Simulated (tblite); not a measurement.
Compound: C5H9NO2Si.
Geometry (GFN2-xTB, Å), atoms numbered from 1 in this order:
```xyz
18
C5H9NO2Si angstrom
C     -2.8145    0.9167    1.6935
C     -2.1333    0.6042    0.7602
C     -1.2784    0.1774   -0.3354
C     -1.9151   -0.9914   -1.0926
N      0.0358   -0.1897    0.1747
C      1.1823    0.3813   -0.2373
O      1.2053    1.2613   -1.0904
Si     2.8509   -0.1948    0.5146
O      3.9611    0.7225   -0.2182
H     -3.4260    1.2132    2.4929
H     -1.1066    1.0208   -1.0165
H     -2.8795   -0.6905   -1.4935
H     -2.0637   -1.8381   -0.4247
H     -1.2688   -1.2958   -1.9124
H      0.0685   -0.9005    0.8870
H      2.8579    0.0548    1.9537
H      3.0735   -1.6034    0.1946
H      3.6417    1.3583   -0.8619
```

Level: GFN2-xTB in tblite, geometry and Hessian alike; calculated harmonic values, unscaled, isolated species. Errors from tens to a few hundred cm⁻¹ against measured bands are possible. Modes of hydrogen on silicon can be 10 to 20 % off. One conformer, not necessarily the lowest.

Harmonic wavenumbers (cm⁻¹): 29.6, 52.5, 63.5, 98.2, 151.3, 170.0, 194.9, 242.3, 274.8, 321.4, 350.0, 412.2, 442.4, 488.1, 492.7, 496.8, 589.1, 622.0, 661.7, 674.8, 696.5, 790.0, 811.8, 865.1, 887.3, 930.6, 950.0, 1069.4, 1087.7, 1127.0, 1200.0, 1259.2, 1273.3, 1396.3, 1409.9, 1485.0, 1488.2, 1667.8, 2261.9, 2284.8, 2288.4, 2917.5, 3030.1, 3043.0, 3049.6, 3393.0, 3465.8, 3566.2.

A = 2977, B = 619.7, C = 590.8 MHz; mass 143.040 u (most abundant isotopes); point group C1, symmetry number 1.

Problem. Zero-point energy?

Solution. ½Σν̃ = 28262 cm⁻¹ = 338.09 kJ/mol.

Problem. Give the ideal-gas entropy at 400 K and 1 bar in the rigid-rotor, harmonic-oscillator model (classical rotation).

Solution. Translation 176.86, rotation 129.47, vibration 211.45: S = 517.8 J/(mol K).

Problem. And Cp and H(400 K) − H(0)?

Solution. Cp = 224.04 J/(mol K), of which vibrations give 190.78 (their classical limit is 48 R = 399.1); H(400 K) − H(0) = 55.11 kJ/mol without the zero-point energy, 41.81 from vibrations.

Problem. What must be added to the electronic energy to get the Gibbs energy at 400 K and 1 bar?

Solution. ZPE + [H(400 K) − H(0)] − T·S = 338.09 + 55.11 − 207.11 = 186.09 kJ/mol.

Problem. How do the functions run with temperature in this model?

Solution. 
| T (K) | S (J/(mol K)) | Cp (J/(mol K)) | H − H(0) (kJ/mol) | G − H(0) (kJ/mol) | ln q(vib) |
| --- | --- | --- | --- | --- | --- |
| 150 | 355.2 | 117.2 | 11.49 | -41.79 | 4.59 |
| 250 | 426.6 | 165.5 | 25.67 | -80.98 | 8.00 |
| 298.15 | 457.6 | 186.3 | 34.15 | -102.27 | 9.59 |
| 600 | 619.5 | 277.2 | 105.63 | -266.05 | 18.87 |
| 900 | 742.1 | 326.7 | 196.84 | -471.02 | 26.86 |

q(vib) and H(0) count from the zero-point level.

Hindered rotation and anharmonicity are outside this model. Other conformers, if any are populated, would add a mixing term that is left out. The structure is chiral; the term R ln 2 for an equal mix with its mirror image is left out.

Hardware: an Arm Neoverse N1 with one thread, shared host with 64 logical CPUs at a one-minute load of 64. Cost: 1.2 s wall. This covers the Hessian and the dipole derivatives.
